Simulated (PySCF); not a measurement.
Species: C5H5GeNO.
Geometry (PBE0-D3(BJ)/def2-SVP, Å), atoms numbered from 1 in this order:
```
atom  x, y, z in Å
N1     4.067    1.290    1.207
C2     3.082    0.878    0.754
C3     1.892    0.357    0.189
C4     1.671   -0.687   -0.672
C5     0.266   -0.721   -0.879
C6    -0.272    0.298   -0.130
Ge7   -2.095    0.903    0.154
O8     0.721    0.950    0.517
H9     2.431   -1.339   -1.096
H10   -0.288   -1.416   -1.507
H11   -2.992   -0.007   -0.695
H12   -2.225    2.367   -0.290
H13   -2.446    0.777    1.643
```

Level: PBE0/def2-SVPD in PySCF, non-relativistic, on one gas-phase PBE0-D3(BJ)/def2-SVP geometry that isn't relaxed in the solvent. The solvent is an IEF-PCM continuum (Bondi radii, 1.10 Å for H, scaled by 1.2), and excitations are vertical TDDFT with non-equilibrium linear response and a frozen core. Specific hydrogen bonds and non-electrostatic terms are outside this model. Spin–orbit coupling is left out although an atom past zinc is present.

Gas-phase singlets (H = HOMO, L = LUMO):

| state | E (eV) | λ (nm) | f | leading configuration |
| --- | --- | --- | --- | --- |
| S1 | 5.253 | 236 | 0.466 | H→L 96% |
| S2 | 5.792 | 214 | 0.000 | H→L+1 70% |
| S3 | 6.222 | 199 | 0.006 | H-1→L 64% |
| S4 | 6.479 | 191 | 0.000 | H→L+2 66% |
| S5 | 6.616 | 187 | 0.001 | H-2→L 89% |

How does the list change in benzene (ε = 2.271)?

```csv
state,E (eV),λ (nm),f,leading configuration,change by rank (eV)
S1,5.082,244,0.586,H→L 97%,-0.171
S2,5.675,218,0.000,H→L+1 89%,-0.117
S3,6.196,200,0.013,H-1→L 70%,-0.026
S4,6.548,189,0.000,H→L+2 83%,+0.069
S5,6.700,185,0.002,H-2→L 77%,+0.084
```

What are the lowest 5 singlets in dimethylsulfoxide (ε = 46.83)?

```
state  E (eV)  λ (nm)      f  leading configuration  change by rank (eV)
   S1   5.050     246  0.591                H→L 97%               -0.203
   S2   5.527     224  0.000              H→L+1 95%               -0.265
   S3   6.166     201  0.024              H-1→L 76%               -0.056
   S4   6.616     187  0.000              H→L+2 87%               +0.137
   S5   6.744     184  0.004              H-4→L 81%               +0.128
```

The ground-state energy changes by -0.241 eV from gas to dimethylsulfoxide. By how much does the total energy of gas-phase S1 change?

E(S1) = E(S0) + excitation energy, so it changes by -0.241 − 0.203 = -0.444 eV: it is lowered more than the ground state, which is what a red shift means. This is the vertical state, with the slow part of the continuum still set for S0.

How do the frontier levels move from gas to dimethylsulfoxide?

```
orbital  gas (eV)  solvent (eV)  change (eV)                    Löwdin shares, gas                  Löwdin shares, solvent
 LUMO+2      0.21          0.43        +0.22   Ge7 28 %, N1 18 %, C2 16 %, H13 7 %     Ge7 42 %, H13 9 %, H12 8 %, H11 8 %
 LUMO+1     -0.10         -0.18        -0.08   Ge7 23 %, N1 18 %, C2 15 %, H11 8 %       N1 36 %, C2 31 %, C3 10 %, O8 8 %
   LUMO     -1.64         -1.58        +0.06    C6 15 %, C3 15 %, N1 14 %, C4 14 %      N1 16 %, C4 15 %, C6 15 %, C2 14 %
   HOMO     -7.37         -7.25        +0.12    C6 23 %, C3 21 %, C5 13 %, N1 13 %      C6 23 %, C3 22 %, C5 14 %, N1 11 %
 HOMO-1     -8.99         -8.77        +0.22     C5 28 %, C4 28 %, O8 22 %, C6 8 %       C4 29 %, C5 27 %, O8 22 %, C3 8 %
 HOMO-2     -9.89         -9.74        +0.15    N1 32 %, C2 25 %, C6 10 %, Ge7 9 %  Ge7 40 %, H11 26 %, H13 12 %, H12 11 %
 HOMO-3    -10.12         -9.81        +0.31  Ge7 35 %, H13 22 %, H12 19 %, N1 7 %    Ge7 39 %, H12 23 %, H13 22 %, C6 5 %
```

The HOMO–LUMO gap goes from 5.74 to 5.68 eV. Rows go by rank; for HOMO-3, HOMO-2, LUMO+1 and LUMO+2 the atom shares or the degeneracy differ between the runs, so the row needn't follow one orbital.
